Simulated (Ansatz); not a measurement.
CH3NO4Zr (`O=C=[N][Zr]([OH])([OH])[OH]`). The species carries charge 0 and has multiplicity 1. Zr: def2 effective core potential.

```xyz
10

O     1.631    3.230   -1.592
C     1.150    2.274   -1.123
N     0.657    1.294   -0.641
Zr   -0.198   -0.392    0.193
O    -1.211   -1.300   -1.156
O     1.199   -1.528    0.849
O    -1.343    0.146    1.631
H    -1.588   -1.930   -1.761
H     1.771   -2.084    1.368
H    -2.067    0.289    2.233
```

Task: What are the harmonic wavenumbers in cm⁻¹ at PBE0-D4/def2-TZVP (Ansatz, finite differences of forces, unscaled)? (Best estimate.)

Result: Ansatz gave: 43, 43, 95, 160, 164, 164, 174, 174, 216, 216, 257, 257, 293, 408, 656, 656, 715, 715, 722, 1457, 2352, 4005, 4005, 4010.

Task: Is this a minimum?

Result: Yes, all 24 modes are real.

Task: Give the ideal-gas thermochemistry at 298.15 K and 1 bar (rigid rotor, harmonic oscillator; point group C3, symmetry number 3).

Result: Zero-point energy 131.3 kJ/mol; H(298) − E = 164.5 kJ/mol; entropy 444.1 J/(mol·K), of which translation 173.9, rotation 113.5, vibration 156.7; G(298) − E = 32.1 kJ/mol. Modes under 100 cm⁻¹ are hindered rotations or soft bends, so the harmonic entropy is rough.

Task: And at 400, 500, 600, 800 and 1000 K?

Result: 
| T (K) | H − E (kJ/mol) | S (J/mol/K) | G − E (kJ/mol) |
| --- | --- | --- | --- |
| 400 | 181.3 | 492.6 | -15.7 |
| 500 | 198.9 | 531.6 | -67.0 |
| 600 | 217.1 | 564.8 | -121.8 |
| 800 | 254.9 | 619.2 | -240.4 |
| 1000 | 294.1 | 662.9 | -368.8 |
